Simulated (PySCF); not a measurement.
Simulated C 1s region for 1,2-dibromopropane (`C[C@@H](Br)CBr`), binding energy against the vacuum level.

Every computed line was given a Gaussian of 0.7 eV full width at half maximum and an area set by the number of equivalent atoms; the highest printed point is 100. The calculation used delta-SCF UKS SCAN, pcX-2 on the ionised atom, pcseg-1 elsewhere, spin-free X2C (PySCF).

binding energy (eV), intensity and a bar:
```
    290.1          0 
    290.2          0 
    290.3          1 
    290.4          2 #
    290.5          5 ##
    290.6         10 ###
    290.7         18 #####
    290.8         27 ########
    290.9         38 ###########
    291.0         46 ##############
    291.1         51 ###############
    291.2         50 ###############
    291.3         44 #############
    291.4         36 ###########
    291.5         28 ########
    291.6         23 #######
    291.7         25 #######
    291.8         33 ##########
    291.9         48 ##############
    292.0         66 ####################
    292.1         84 #########################
    292.2         97 #############################
    292.3        100 ##############################
    292.4         93 ############################
    292.5         77 #######################
    292.6         57 #################
    292.7         38 ###########
    292.8         23 #######
    292.9         12 ####
    293.0          6 ##
    293.1          3 #
    293.2          1 
    293.3          0
```

Task: How many maxima does the curve show, and how many computed lines lie under it?

Result: The curve has 2 maxima (at 291.1 and 292.3 eV). Under it lie 3 lines from 3 inequivalent carbon sites. At this width some lines have no maximum of their own.

Task: Decompose the envelope and assign each component. Numbering: `[CH3:1][C@@H:2]([Br:3])[CH2:4][Br:5]`.

Result: 
| position (eV) | relative area | line | atoms | environment |
| --- | --- | --- | --- | --- |
| 291.13 | 1 | C 1s | C1 | methyl carbon |
| 292.22 | 1 | C 1s | C4 | sp3 C–Br carbon |
| 292.34 | 1 | C 1s | C2 | sp3 C–Br carbon |

The listed C 1s values span 1.21 eV, from C1 (bonded to C and 3 H) to C2 (bonded to Br, 2 C and H). The widest gap between neighbouring values is 1.09 eV, between 291.13 and 292.22 eV. Summing the Pauling electronegativity differences to the bonded atoms, each weighted by its formal bond order, gives -1.05 for the lowest site and +0.06 for the highest; no listed site has a larger sum than the highest.

Shake-up satellites, vibrational structure and lifetime widths aren't simulated. Geometry: PBE0-D3(BJ)/def2-SVP, one conformer, isolated molecule.

Conformer computed: `[CH3:1][C@@H:2]([Br:3])[CH2:4][Br:5]`: C1–C2–C4–Br5 66°.
